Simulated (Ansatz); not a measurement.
AlGaH5N, SMILES `[NH2][AlH][GaH2]`. Total charge 0; spin multiplicity 1.

| atom | x (Å) | y (Å) | z (Å) |
| --- | --- | --- | --- |
| N1 | -1.637 | -0.614 | 0.520 |
| Al2 | -0.456 | -0.095 | -0.694 |
| Ga3 | 1.845 | 0.636 | 0.028 |
| H4 | -1.484 | -0.650 | 1.515 |
| H5 | -2.573 | -0.919 | 0.304 |
| H6 | -0.967 | -0.137 | -2.202 |
| H7 | 3.070 | -0.357 | 0.143 |
| H8 | 2.203 | 2.135 | 0.386 |

(1) What are the harmonic wavenumbers in cm⁻¹ at PBE0-D4/def2-TZVP (Ansatz, finite differences of forces, unscaled)? (Estimate.)

(2) Is this a minimum?

(3) Give the ideal-gas thermochemistry at 298.15 K and 1 bar (rigid rotor, harmonic oscillator; point group Cs, symmetry number 1).

Answers

(1) The calculation gave: 59, 121, 249, 289, 390, 444, 489, 531, 569, 730, 773, 818, 1570, 1890, 1915, 1917, 3601, 3693.

(2) Yes, all 18 modes are real.

(3) Zero-point energy 119.9 kJ/mol; H(298) − E = 140.1 kJ/mol; entropy 340.1 J/(mol·K), of which translation 168.1, rotation 108.7, vibration 63.2; G(298) − E = 38.7 kJ/mol. Modes under 100 cm⁻¹ are hindered rotations or soft bends, so the harmonic entropy is rough.
